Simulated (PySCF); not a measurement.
Geometries of 2 isomers of C2H8S2Si, from PBE0-D3(BJ)/def2-SVP geometry optimisation, gas phase (PySCF 2.14.0). One conformer each, no zero-point energy, no frequencies.

Question: Which is lower in electronic energy at this level?
A.
```xyz
13
angstrom
C     -1.863   -0.838   -0.214
S     -0.707   -0.071   -1.364
C     -0.208    1.367   -0.399
S      0.618    1.022    1.198
Si     2.003   -0.500    0.562
H     -1.389   -0.959    0.772
H     -2.783   -0.244   -0.114
H     -2.115   -1.827   -0.622
H      0.468    1.939   -1.052
H     -1.073    2.005   -0.160
H      2.664   -0.105   -0.716
H      3.006   -0.538    1.667
H      1.386   -1.851    0.431
```
B.
```xyz
13
angstrom
Si     0.208   -0.004    0.154
S      0.153    0.049    2.309
H      0.943   -1.035    2.465
S      2.239   -0.046   -0.565
H      2.620    1.056    0.119
C     -0.696    1.541   -0.387
H     -0.197    2.447   -0.012
H     -1.731    1.534   -0.008
H     -0.724    1.590   -1.486
C     -0.573   -1.557   -0.534
H     -1.628   -1.616   -0.228
H     -0.056   -2.458   -0.171
H     -0.527   -1.555   -1.635
```

Answer: B. That is `C[Si](C)(S)S` (Si(SH)2Me2), 52.5 kcal/mol below the other.

| SMILES | atoms numbered as above | E (Eh) | relative (kcal/mol) | relative (kJ/mol) | dipole (D) |
| --- | --- | --- | --- | --- | --- |
| C[Si](C)(S)S | – | -1166.10968 | 0.0 | 0.0 | 0.95 |
| CSCS[SiH3] | [CH3:1][S:2][CH2:3][S:4][SiH3:5] | -1166.02598 | 52.5 | 219.8 | 1.06 |
